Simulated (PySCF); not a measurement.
**Electron correlation in Nb⁺ (niobium, charge +1)**

[Kr] 4d3 5s1, high-spin 5F determinant (an excited configuration). Calculation: PySCF 2.14, in x2c-QZVPPall (13s8p7d3f2g, 111 functions); the spin-free X2C one-electron Hamiltonian (Gaussian nucleus). Frozen: [Kr]; 4 electrons correlated.

MP2 pair energies summed by pair of shells (mhartree):

```tsv
pair	energy	share (%)
4d-4d	-16.16	55.5
4d-5s	-12.95	44.5
```

Total MP2 correlation energy: -29.11 mhartree.

Same-spin part -29.11 and opposite-spin part 0.00 mhartree; SCS-MP2 scales them by 1/3 and 6/5 to -9.70 mhartree.
